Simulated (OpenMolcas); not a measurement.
## Mo3+: ligand-field states by method

Mo3+ with its 6 nearest chloride ions at 2.448 Å, on the Zr site of Cs2ZrCl6 (a = 10.407 Å, distance in the model lattice 2.446 Å). The rest of the host is ab initio model potentials to 7.6 Å and point charges beyond; the distance is set by hand and nothing relaxes, and no local charge compensation is placed. Ligand basis ANO-RCC-VDZP.
```
Mo    0.0000    0.0000    0.0000
Cl    2.4480    0.0000    0.0000
Cl    0.0000    2.4480    0.0000
Cl   -2.4480    0.0000    0.0000
Cl    0.0000   -2.4480    0.0000
Cl    0.0000    0.0000    2.4480
Cl    0.0000    0.0000   -2.4480
```

- Program: OpenMolcas 26.06
- Basis: ANO-RCC-VTZP [7s6p4d2f1g]
- Scalar Hamiltonian: DKH2, point nucleus
- Active space: 3 electrons in 5 orbitals (4d)
- State averaging: 2S+1 = 4 even, 10 roots; 2S+1 = 2 even, 40 roots
- Spin-orbit coupling: state interaction with AMFI integrals over the reference wave functions

I. CASSCF
II. SS-CASPT2, IPEA 0.25 Eh, imaginary shift 0.1 Eh (closed shells correlated: 4s 4p and the ligand valence shells)

Spin-free states (labels of O, the rotations of Oh) in cm-1, each column counted from its own energy of the first state listed:

```
   State  Degeneracy      I     II
     4A2           1      0      0
      2E           2  13205   8800
     2T1           3  13747   8970
     2T2           3  20384  14800
     4T2           3  21091  23190
     4T1           3  27943  28270
     2A1           1  31612  29340
2S+1 = 2           3  33095  31110
2S+1 = 2           3  33910  31580
      2E           2  35448  32340
     2T1           3  38066  34570
     2T2           3  42648  37590
     2A2           1  44233  38480
     4T1           3  45011  47750
      2E           2  53091  46270
```

From I to II, I's first state of the same spin (4T2) moves from 21091 to 23190 cm-1, by about +2100 cm-1.

From I to II, I's first state of another spin (2E) moves from 13205 to 8800 cm-1, by about -4400 cm-1.

I: A least-squares ligand-field fit to the states below 45000 cm-1, each weighted by its degeneracy and with a free common offset, gives 10Dq = 20416 cm-1, B = 636 cm-1 and C = 2607 cm-1 (C/B = 4.10), with an rms deviation of 242 cm-1. The same method and metal basis give the free ion B = 813 cm-1 (fit to its terms below 60000 cm-1, rms deviation 33 cm-1), so the nephelauxetic ratio is β = 636 / 813 = 0.78; it hangs on how both fits weigh the states, and computed free-ion B values tend to be too large, so β mixes covalency with correlation.

II: A least-squares ligand-field fit to the states below 45000 cm-1, each weighted by its degeneracy and with a free common offset, gives 10Dq = 22465 cm-1, B = 451 cm-1 and C = 1651 cm-1 (C/B = 3.66), with an rms deviation of 325 cm-1. The same method and metal basis give the free ion B = 671 cm-1 (fit to its terms below 60000 cm-1, rms deviation 271 cm-1), so the nephelauxetic ratio is β = 451 / 671 = 0.67; it hangs on how both fits weigh the states, and computed free-ion B values tend to be too large, so β mixes covalency with correlation.

From I to II, 10Dq changes by +10 %, B by -29 % and C by -37 %.

χT at 300 K: I 1.78, II 1.78 cm3 K/mol.

Roots that are degenerate in the reference are averaged as groups; the widest CASPT2 spread within a group is 570 cm-1 (the 3-fold group of multiplicity 2 near 67200 cm-1 above the lowest state of its run, II). Shifts and gaps below about the spread of the groups concerned are not significant. Over all roots computed the reference weight is 0.66 to 0.67 in II; a low but even weight reflects the number of correlated electrons. The least metal-like active orbital is 78 % on the metal (Löwdin) and no ligand orbital is active, so the numbers are rough. Ligand-to-metal charge-transfer states are missing. With no ligand orbital active B as a rule stays too high, so bands that hang on it stand too high and its fall with covalency is understated. Without dynamic correlation the repulsion within the d shell is too large (B by tens of per cent), so at a given field states of lower spin stand too high (holds for I). With metal d orbitals alone the field can be off either way by tens of per cent (holds for I). With one d shell and no ligand orbital active, 10Dq can be off by a tenth or more (holds for II). No measured value stands beside these numbers; the geometry was set by hand and not optimised.
